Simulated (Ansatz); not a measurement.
Basis sets compared for Sn(OtBu)2 (C₈H₁₈O₂Sn). Charge 0, multiplicity 1. Geometry r2SCAN-D4/def2-SVP. Ansatz on 2 threads of AMD EPYC 7R13 on a shared host and a share (18 GiB) of an NVIDIA H100 80GB HBM3; times are rough, and most runs start from earlier orbitals.

```xyz
29

Sn   -0.356    1.264   -1.801
O    -0.185   -0.651   -2.322
C     0.023   -1.877   -1.619
C     1.354   -1.813   -0.863
C    -1.136   -2.111   -0.647
C     0.062   -2.972   -2.687
H     1.568   -2.767   -0.354
H     2.176   -1.605   -1.567
H     1.315   -1.012   -0.110
H    -1.160   -1.308    0.105
H    -1.030   -3.078   -0.128
H    -2.091   -2.118   -1.196
H     0.877   -2.774   -3.400
H    -0.886   -2.986   -3.247
H     0.221   -3.964   -2.235
O    -0.154    0.951    0.195
C    -0.079    1.882    1.265
C    -0.981    3.094    1.006
C    -0.543    1.141    2.521
C     1.379    2.330    1.419
H    -0.978    3.790    1.861
H    -0.644    3.659    0.120
H    -2.020    2.766    0.836
H    -1.582    0.800    2.394
H    -0.490    1.785    3.413
H     0.089    0.255    2.687
H     1.716    2.853    0.508
H     2.028    1.454    1.570
H     1.507    3.013    2.274
```

In the def2 sets Sn takes a core potential, while STO-3G treats all electrons; there is no spin–orbit coupling. Single mean-field runs in def2-TZVP are fitted with def2-universal-jkfit.

STO-3G and 6-31G are all-electron sets without relativity, so their totals don't compare with the def2 sets.

Binding counts from free atoms (Sn triplet, O triplet, C triplet, H doublet) in the same basis, without a counterpoise term.

```json
{"level": "HF/STO-3G", "functions": "95", "energy (Eh)": "-6420.7681", "HOMO (eV)": "-5.47", "LUMO (eV)": "5.03", "binding per atom (eV)": "3.72", "wall time": "1.2 s"}
{"level": "PBE-D4/def2-SVP", "functions": "256", "energy (Eh)": "-679.5732", "HOMO (eV)": "-5.65", "LUMO (eV)": "-2.48", "binding per atom (eV)": "4.24", "wall time": "1.8 s"}
{"level": "PBE0-D4/def2-SVP", "functions": "256", "energy (Eh)": "-679.6366", "HOMO (eV)": "-6.90", "LUMO (eV)": "-1.87", "binding per atom (eV)": "4.17", "wall time": "1.7 s"}
```

(1) Estimate the rows for HF/def2-TZVP, PBE-D4/def2-TZVP (with forces), PBE0-D4/def2-TZVP.

Answers

(1) 
```csv
level,functions,energy (Eh),HOMO (eV),LUMO (eV),binding per atom (eV),wall time
HF/def2-TZVP,468,-676.7246,-9.65,0.58,3.02,1.4 s
PBE-D4/def2-TZVP (with forces),468,-680.1048,-5.76,-2.60,4.20,2.8 s
PBE0-D4/def2-TZVP,468,-680.1581,-6.98,-1.97,4.13,2.1 s
```
